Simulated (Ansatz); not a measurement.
H2AlBF, SMILES `F[B-][AlH2]` (triplet; the order of the spin states depends on the level) (charge -1, multiplicity 3). This triplet lies 0.32 eV above the relaxed singlet at the level frozen-core CCSD(T)/aug-cc-pVTZ // B3LYP-D3(BJ)/def2-TZVPD (Ansatz, a first-principles code); other levels give the other order.

Calculation: LC-ωPBE/aug-cc-pVTZ // B3LYP-D3(BJ)/def2-TZVPD run with Ansatz.

Ansatz 0.2 input:
```yaml
crystal:
  periodic: [false, false, false]
  atoms:
    - { symbol: F, position_ang: [2.487213, 0.21879, -0.040311] }
    - { symbol: B, position_ang: [1.325313, -0.478189, 0.005036] }
    - { symbol: Al, position_ang: [-0.676488, -0.005137, 0.008368] }
    - { symbol: H, position_ang: [-1.379544, 1.464711, -0.047151] }
    - { symbol: H, position_ang: [-1.756495, -1.200175, 0.074058] }
basis:
  gaussian: { orbitals: aug-cc-pVTZ }
hamiltonian:
  xc: lc_wpbe
total_charge: -1
magnetization:
  spin_polarized: true
  initial_magnetization: 2
```

Output:

```
Functional definition: LC-wPBE
921 factors; their error is unknown
444 factors; integrals over basis functions are off by at most 3.8e-5 eV
mean field evaluation 1: about -10014.9970 eV, gradient 2.9e1 eV
mean field evaluation 2: about -10016.1429 eV, gradient 3.6e1 eV
mean field evaluation 4: about -10019.2754 eV, gradient 1.4e0 eV
mean field evaluation 8: about -10019.3304 eV, gradient 9.2e-2 eV
mean field evaluation 16: about -10019.3125 eV, gradient 2.4e-3 eV
mean field -10019.31251512 eV, -368.2029435969 hartree, gradient 3.3e-5 eV, S^2 2.011360; 0 other end points of the search recorded, 0 dependent functions left out
reference -10019.31251514 eV, -368.2029435974 hartree; 16, 14 occupied and 172, 174 virtual orbitals, 921 factors
Total energy: -10019.31251514 eV, -368.2029435974 hartree
```
